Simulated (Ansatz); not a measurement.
Abridged output of a molecular run in Ansatz:

```
Functional definition: HF
1711 factors; integrals over basis functions are off by at most 9.6e-4 eV
mean field evaluation 1: about -7946.1934 eV, gradient 4.9e1 eV
mean field evaluation 2: about -7946.4522 eV, gradient 4.9e1 eV
mean field evaluation 4: about -7951.5596 eV, gradient 5.9e0 eV
mean field evaluation 8: about -7951.6708 eV, gradient 5.4e-1 eV
mean field evaluation 16: about -7951.6727 eV, gradient 2.3e-6 eV
mean field -7951.67267551 eV, -292.2185809876 hartree, gradient 2.3e-6 eV, S^2 0.000000; 0 other end points of the search recorded, 0 dependent functions left out
6 core orbitals not correlated: weight in the atoms' cores, before any rotation towards them, 1.000 or more for the frozen orbitals, at most 0.000 for the correlated occupied ones
reference -7951.67267551 eV, -292.2185809876 hartree; 17, 17 occupied and 261, 261 virtual orbitals, 1711 factors
second order -29.01615172 eV of doubles, -0.00000000 eV of singles
cycle   1  -29.12705701 eV  change   -1.1e-1 eV  update   1.3e-1
cycle   2  -29.84832160 eV  change   -7.2e-1 eV  update   4.1e-2
cycle   3  -30.04421600 eV  change   -2.0e-1 eV  update   2.4e-2
cycle   4  -30.03292207 eV  change    1.1e-2 eV  update   7.5e-3
cycle   5  -30.02663692 eV  change    6.3e-3 eV  update   4.4e-3
cycle   6  -30.02862339 eV  change   -2.0e-3 eV  update   1.8e-3
cycle   7  -30.02821911 eV  change    4.0e-4 eV  update   8.4e-4
cycle   8  -30.02802571 eV  change    1.9e-4 eV  update   3.2e-4
cycle   9  -30.02822347 eV  change   -2.0e-4 eV  update   1.2e-4
cycle  10  -30.02824781 eV  change   -2.4e-5 eV  update   3.9e-5
perturbative correction -1.23560120 eV, -0.0454075067 hartree
Total energy: -7982.93652452 eV, -293.3675062474 hartree
```

Its atoms:

Cartesian coordinates in Å:
```
C 1.284 0.921 0.290
C -0.155 0.934 0.789
B -1.158 -0.073 0.169
C -0.711 -1.134 -0.904
O -0.730 -0.812 -2.069
O -0.315 -2.346 -0.494
H 1.904 1.646 0.821
H 1.330 1.160 -0.775
H 1.739 -0.064 0.422
H -0.592 1.939 0.731
H -0.197 0.712 1.869
H -2.322 -0.031 0.440
H -0.077 -2.852 -1.288
```

Q: Which basis set was used?
A. cc-pV(D+d)Z
B. def2-SVPD
C. def2-TZVPP
D. def2-QZVPP

A: C. It gives 284 functions.

Q: Write the keys of the input that set method, charge and spin (a neutral closed shell needs none for the last two).

A: 
```yaml
correlation: {method: ccsd_t}
```
